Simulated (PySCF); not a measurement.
C₂H₆B₂O₄, SMILES OB(O)/C=C/B(O)O, singlet, PBE0/def2-SVP optimised geometry.

```
14

B     -0.95     2.40    -0.59
O     -0.73     3.35    -1.53
O     -1.98     2.65     0.27
C     -0.09     1.09    -0.50
C     -0.52    -0.09     0.00
B      0.32    -1.43     0.00
O     -0.28    -2.65    -0.01
O      1.68    -1.43     0.00
H     -0.02     3.11    -2.14
H     -2.04     1.98     0.97
H      0.93     1.10    -0.93
H     -1.55    -0.11     0.39
H     -1.24    -2.59    -0.05
H      2.04    -0.54     0.09
```

Density from PBE0/def2-TZVP (PySCF 2.14.0) at that geometry.

Minimum of the electron density along straight lines between bonded atoms, close to the bond critical point (lines longer than 1.1 times the sum of covalent radii, or with two minima, are not listed):

```json
[
 {"bond": "B1–O2", "length / Å": "1.360", "ρ at the minimum / e bohr⁻³": "0.212", "∇²ρ there / e bohr⁻⁵": "0.92", "position (fraction from the first atom)": "0.33"},
 {"bond": "B1–O3", "length / Å": "1.358", "ρ at the minimum / e bohr⁻³": "0.213", "∇²ρ there / e bohr⁻⁵": "0.92", "position (fraction from the first atom)": "0.33"},
 {"bond": "B1–C4", "length / Å": "1.580", "ρ at the minimum / e bohr⁻³": "0.183", "∇²ρ there / e bohr⁻⁵": "-0.23", "position (fraction from the first atom)": "0.33"},
 {"bond": "C4–C5", "length / Å": "1.347", "ρ at the minimum / e bohr⁻³": "0.340", "∇²ρ there / e bohr⁻⁵": "-1.01", "position (fraction from the first atom)": "0.50"},
 {"bond": "C5–B6", "length / Å": "1.580", "ρ at the minimum / e bohr⁻³": "0.183", "∇²ρ there / e bohr⁻⁵": "-0.23", "position (fraction from the first atom)": "0.67"},
 {"bond": "B6–O7", "length / Å": "1.360", "ρ at the minimum / e bohr⁻³": "0.212", "∇²ρ there / e bohr⁻⁵": "0.92", "position (fraction from the first atom)": "0.33"},
 {"bond": "B6–O8", "length / Å": "1.358", "ρ at the minimum / e bohr⁻³": "0.213", "∇²ρ there / e bohr⁻⁵": "0.92", "position (fraction from the first atom)": "0.33"},
 {"bond": "O2–H9", "length / Å": "0.960", "ρ at the minimum / e bohr⁻³": "0.361", "∇²ρ there / e bohr⁻⁵": "-2.48", "position (fraction from the first atom)": "0.81"},
 {"bond": "O3–H10", "length / Å": "0.961", "ρ at the minimum / e bohr⁻³": "0.361", "∇²ρ there / e bohr⁻⁵": "-2.47", "position (fraction from the first atom)": "0.81"},
 {"bond": "C4–H11", "length / Å": "1.103", "ρ at the minimum / e bohr⁻³": "0.271", "∇²ρ there / e bohr⁻⁵": "-0.91", "position (fraction from the first atom)": "0.64"},
 {"bond": "C5–H12", "length / Å": "1.103", "ρ at the minimum / e bohr⁻³": "0.271", "∇²ρ there / e bohr⁻⁵": "-0.91", "position (fraction from the first atom)": "0.64"},
 {"bond": "O7–H13", "length / Å": "0.960", "ρ at the minimum / e bohr⁻³": "0.361", "∇²ρ there / e bohr⁻⁵": "-2.48", "position (fraction from the first atom)": "0.81"},
 {"bond": "O8–H14", "length / Å": "0.961", "ρ at the minimum / e bohr⁻³": "0.360", "∇²ρ there / e bohr⁻⁵": "-2.47", "position (fraction from the first atom)": "0.81"}
]
```
